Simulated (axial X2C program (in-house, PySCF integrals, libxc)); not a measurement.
What spin–orbit coupling does to NaSb⁻

All values were computed with an in-house all-electron X2C program for linear molecules (integrals from PySCF). Spin-free means the one-electron spin-free X2C Hamiltonian; two-component (2c) means X2C with spin–orbit coupling and atomic mean-field two-electron Coulomb and Gaunt terms, so the difference of the two also holds small scalar two-electron terms. Basis: Sb dyall-acv3z [12s13p9d5f1g], Na dyall-av3z [10s9p5d2f] (cores contracted in-house); Gaussian nuclei, density fitting, unrestricted open shells. Masses: Sb 120.904 u, Na 22.990 u.

Spin-free state: M_S = 3/2, Λ = 0 (beyond evenly filled blocks: σα, π+α, π-α); fragments Sb- + Na.

```csv
level,Re (Å),ωe (cm⁻¹),De (eV),μ (D)
PBE0,3.106,152.6,1.053,-8.73
```

Dipoles are positive if Na is the positive end and refer to the centre of mass.

Two-component determinant lowest at the distance of the search:

Ω = 3/2 (⟨Sz⟩ = 1.03, ⟨Lz⟩ = 0.47 at PBE0); fragments Sb- + Na.

| level | Re (Å) | ωe (cm⁻¹) | De (eV) | μ (D) |
| --- | --- | --- | --- | --- |
| PBE0 | 2.978 | 154.4 | 1.058 | -4.19 |

Task: From the two tables, how do the constants change at the PBE0 level (2c against spin-free)?

Result: At the PBE0 level Re drops by 0.128 Å and ωe rises by 1.8 cm⁻¹; De changes by 0.005 eV.

The state is one determinant whose occupation by symmetry is held fixed; it was picked as the lowest of a PBE0 search that is not exhaustive. Dissociation energies refer to the lowest single-determinant-based atoms at the same level and basis. Density functionals use the spin component along the axis (collinear). Other states lie close and PBE0, whose exact exchange favours high spin, may order them wrongly; the determinant shown need not be the ground state. The nearest other spin-free determinant of the search, M_S = 1/2, Λ = 0, lies 0.04 eV up at the distance of the search. The functionals have no current-density term, which raises determinants with orbital currents, atoms included. With several unpaired electrons one determinant need not be a pure state. The highest occupied level of some functionals is positive through self-interaction error; at Hartree–Fock it is bound.
